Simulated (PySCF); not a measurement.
Ce2S3: from a saddle point downhill

PySCF 2.14.0, RKS BP86, Ce lcecp-1-SVP with ECP47, S def2-SVP; non-relativistic Hamiltonian with scalar-relativistic core potentials where named; density fitting; no spin-orbit coupling. Relaxed within the symmetry of its start, the geometry (D∞h) is

```xyz
5

Ce    0.0000    0.0000    2.7834
Ce    0.0000    0.0000   -2.7834
S     0.0000    0.0000    0.0000
S     0.0000    0.0000    5.2512
S     0.0000    0.0000   -5.2512
```

and its lowest harmonic modes are -116, -116, -83, -83, -13, -13 cm⁻¹ (negative: unstable). It was moved along the lowest mode and relaxed again, within the group C2v that the move left.

(1) Where does it end, and how much lower?

(2) How do the contacts change?

(3) Is the end a minimum?

An lcecp potential fixes the number of 4f electrons, so in runs with it no electron can move into or out of that shell.

State: singlet in the valence, with the 4f electrons in the core potential.

Results:

(1) In C2v, 1.305 eV lower, after 31 steps:
```xyz
5

Ce    0.2677    0.6427    2.5059
Ce    0.2677    0.6427   -2.5059
S     0.6305    1.5136    0.0000
S    -0.6631   -1.5918    2.7109
S    -0.6631   -1.5918   -2.7109
```

(2) 
```tsv
contact	saddle (Å)	end (Å)
Ce1–S3 (S)	2.783	2.678
Ce1–S4 (S)	2.468	2.429
Ce2–S5 (S)	2.468	2.429
```


(3) Probably not: 1 of the modes stay unstable (below −25 cm⁻¹), though so soft as to be near the noise; lowest modes -29, 23, 28, 61, 103, 186 cm⁻¹.
